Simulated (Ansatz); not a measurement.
Input file for Ansatz (a first-principles code): U-wB97X-V/def2-TZVPP on H4MgSi (SMILES [MgH][SiH3]), a point of a bond scan (R = 1.640 Å).

Ansatz 0.2 input:
```yaml
crystal:
  periodic: [false, false, false]
  atoms:
    - {symbol: Mg, position_ang: [-1.27392741, -0.69923846, -0.17849356]}
    - {symbol: H, position_ang: [-2.75463928, -1.51197762, -0.38596026]}
    - {symbol: Si, position_ang: [0.97176783, 0.53338788, 0.13615713]}
    - {symbol: H, position_ang: [1.67718452, 0.22137365, 1.58397737]}
    - {symbol: H, position_ang: [0.83766034, 2.01691253, 0.06363188]}
    - {symbol: H, position_ang: [1.98630247, 0.16875768, -0.89430607]}
basis:
  gaussian:
    orbitals: def2-TZVPP
hamiltonian:
  xc: {name: wB97X-V}
magnetization: {spin_polarized: true, initial_magnetization: 0}
```

It printed:

```
WARN ansatz: RAYON_NUM_THREADS=1 ignored (pool sized by the plan → 1); use --threads N
Functional definition: wB97X-V
integrals: 0.07 GiB planned
815 factors; their error is unknown
integrals: 0.10 GiB planned
211 factors; integrals over basis functions are off by at most 3.7e-5 eV
mean field: 0.72 GiB planned
mean field evaluation 1: about -13383.6537 eV, gradient 7.3e0 eV
mean field evaluation 2: about -13384.1886 eV, gradient 2.6e0 eV
mean field evaluation 4: about -13384.2385 eV, gradient 1.7e-1 eV
mean field evaluation 8: about -13384.2619 eV, gradient 1.6e-2 eV
mean field -13384.26189121 eV, -491.8625523235 hartree, gradient 6.6e-5 eV, S^2 0.000000; 0 other end points of the search recorded, 0 dependent functions left out
reference -13384.26188869 eV, -491.8625522308 hartree; 15, 15 occupied and 115, 115 virtual orbitals, 815 factors
Total energy: -13384.26188869 eV, -491.8625522308 hartree
```

The run converged.

Cost: very roughly 7 core-seconds.
